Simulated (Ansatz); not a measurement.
Species: C8H8B2S, SMILES `Bc1cc(B)c2ccsc2c1` (charge 0, multiplicity 1).

**Question.** Give a relaxed geometry from PBE0-D4/def2-SVP (Ansatz, a quantum-chemistry and plane-wave program).

**Answer.** This is not unique; one that fits is the end point of this relaxation, one of several conformers (outside a Z-matrix the atoms follow the SMILES, hydrogens last).
Z-matrix (Å, degrees):
```
C
C 1 1.4190
C 2 1.3908 1 121.69
H 3 1.0935 2 120.48 1 -179.99
C 3 1.4061 4 119.55 2 -179.99
C 5 1.4163 3 117.85 4 179.99
H 6 1.0937 5 117.96 3 -180.00
C 6 1.3990 7 118.08 5 -180.00
C 1 1.4299 2 111.12 3 -179.99
C 9 1.3642 1 112.59 2 0.00
H 9 1.0892 10 123.48 1 -180.00
H 10 1.0902 9 127.00 11 0.01
B 5 1.5370 3 120.61 4 -0.01
H 13 1.2094 5 120.33 3 -179.99
H 13 1.2104 14 119.56 5 -180.00
B 8 1.5373 6 119.57 7 0.02
H 16 1.2091 8 122.03 6 179.97
H 16 1.2092 17 118.82 11 -179.96
S 10 1.7238 12 119.28 9 -180.00
```
